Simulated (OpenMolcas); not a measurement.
# Computed transition rates of S⁺

| Property | Result |
| --- | --- |
| Program | OpenMolcas 26.06 |
| Method | SS-CASPT2, IPEA 0.25 Eh, imaginary shift 0.1 Eh (closed shells correlated: 2s 2p) |
| Basis | ANO-RCC-VTZP [5s4p2d1f] |
| Scalar Hamiltonian | DKH2, point nucleus |
| Active space | 5 electrons in 4 orbitals (3s 3p) |
| State averaging | 2S+1 = 4 odd, 1 root; 2S+1 = 2 odd, 8 roots kept (CI in the orbitals of an earlier block); 2S+1 = 4 even, 3 roots; 2S+1 = 2 even, 9 roots kept (CI in the orbitals of an earlier block) |
| Spin-orbit coupling | RASSI with atomic mean-field integrals over the reference wave functions, term energies averaged over their components |

Rates come from the transition moments of the reference wave functions (E1 and E2 in the length form). At fixed line strength A goes as λ^-3 for E1 and M1 and as λ^-5 for E2, so a rate at the computed wavelength can be rescaled to the measured one. Measured vacuum wavelengths follow from level energies in NIST Handbook of Basic Atomic Spectroscopic Data. Branching counts decays inside the model space alone, at computed energies, and the table is only a selection of the E2 and M1 lines, drawn from those between levels with measured partners whose computed energy lies within a factor of 1.5 of the measured one.

```json
{"Upper": "3s² 3p³ ²P°_1/2", "Lower": "3s² 3p³ ²D°_5/2", "Type": "E2", "λ computed (nm)": "1057", "λ measured (nm)": "1037", "A computed (s-1)": "6.76e-02", "A rescaled (s-1)": "7.44e-02", "Branching %": "23.1"}
{"Upper": "3s² 3p³ ²P°_3/2", "Lower": "3s² 3p³ ²D°_5/2", "Type": "E2", "λ computed (nm)": "1056", "λ measured (nm)": "1032", "A computed (s-1)": "1.19e-01", "A rescaled (s-1)": "1.33e-01", "Branching %": "25.0"}
{"Upper": "3s² 3p³ ²P°_3/2", "Lower": "3s² 3p³ ²D°_5/2", "Type": "M1", "λ computed (nm)": "1056", "λ measured (nm)": "1032", "A computed (s-1)": "3.53e-02", "A rescaled (s-1)": "", "Branching %": "7.4"}
{"Upper": "3s² 3p³ ²P°_1/2", "Lower": "3s² 3p³ ²D°_3/2", "Type": "E2", "λ computed (nm)": "1055", "λ measured (nm)": "1034", "A computed (s-1)": "1.03e-01", "A rescaled (s-1)": "1.14e-01", "Branching %": "35.0"}
{"Upper": "3s² 3p³ ²P°_1/2", "Lower": "3s² 3p³ ²D°_3/2", "Type": "M1", "λ computed (nm)": "1055", "λ measured (nm)": "1034", "A computed (s-1)": "3.93e-02", "A rescaled (s-1)": "", "Branching %": "13.4"}
{"Upper": "3s² 3p³ ²P°_3/2", "Lower": "3s² 3p³ ²D°_3/2", "Type": "M1", "λ computed (nm)": "1053", "λ measured (nm)": "1029", "A computed (s-1)": "6.32e-02", "A rescaled (s-1)": "", "Branching %": "13.3"}
{"Upper": "3s² 3p³ ²P°_3/2", "Lower": "3s² 3p³ ²D°_3/2", "Type": "E2", "λ computed (nm)": "1053", "λ measured (nm)": "1029", "A computed (s-1)": "5.11e-02", "A rescaled (s-1)": "5.73e-02", "Branching %": "10.7"}
{"Upper": "3s² 3p³ ²D°_3/2", "Lower": "3s² 3p³ ⁴S°_3/2", "Type": "M1", "λ computed (nm)": "639.1", "λ measured (nm)": "673.3", "A computed (s-1)": "5.63e-04", "A rescaled (s-1)": "", "Branching %": "75.4"}
{"Upper": "3s² 3p³ ²D°_3/2", "Lower": "3s² 3p³ ⁴S°_3/2", "Type": "E2", "λ computed (nm)": "639.1", "λ measured (nm)": "673.3", "A computed (s-1)": "1.83e-04", "A rescaled (s-1)": "", "Branching %": "24.6"}
{"Upper": "3s² 3p³ ²D°_5/2", "Lower": "3s² 3p³ ⁴S°_3/2", "Type": "E2", "λ computed (nm)": "638.1", "λ measured (nm)": "671.8", "A computed (s-1)": "2.88e-04", "A rescaled (s-1)": "", "Branching %": "96.1"}
{"Upper": "3s² 3p³ ²D°_5/2", "Lower": "3s² 3p³ ⁴S°_3/2", "Type": "M1", "λ computed (nm)": "638.1", "λ measured (nm)": "671.8", "A computed (s-1)": "1.14e-05", "A rescaled (s-1)": "", "Branching %": "3.8"}
{"Upper": "3s² 3p³ ²P°_1/2", "Lower": "3s² 3p³ ⁴S°_3/2", "Type": "M1", "λ computed (nm)": "398", "λ measured (nm)": "407.8", "A computed (s-1)": "8.37e-02", "A rescaled (s-1)": "", "Branching %": "28.5"}
{"Upper": "3s² 3p³ ²P°_3/2", "Lower": "3s² 3p³ ⁴S°_3/2", "Type": "M1", "λ computed (nm)": "397.7", "λ measured (nm)": "407", "A computed (s-1)": "2.08e-01", "A rescaled (s-1)": "", "Branching %": "43.6"}
```

Spin-changing lines and M1 lines between different terms are not rescaled, since their strength hangs on the term gaps too.

The largest correction is for 3s² 3p³ ²P°_3/2 → 3s² 3p³ ²D°_3/2 (E2): 5.11e-02 × (1053 / 1029)^5 = 5.73e-02 s-1, a factor of 1.12.

No measured rate stands beside these. Rescaling mends the energy factor alone: line strengths can still be far off where a level mixes with configurations outside the active space, and weak or spin-changing lines hang on small mixing coefficients that depend on the term gaps too, so rescaling need not improve them.

CASPT2 does not keep the components of a term degenerate, so their means are used; among the terms shown or strongly mixed into the levels shown the widest spread is 70 cm-1 (3s² 3p³ ²D°). Over all roots computed the reference weight is 0.88 to 0.96; the roots of lowest weight are the least certain, and an intruder state may touch them. Terms from blocks run as CI alone lack orbitals of their own. Measured partners are found by configuration, term and J. A level has none where our copy of the source lacks it or the pairing is in doubt (some pairs that miss far off the trend of their configuration count as doubtful). Levels of configurations outside the active space are missing.

° marks odd parity.
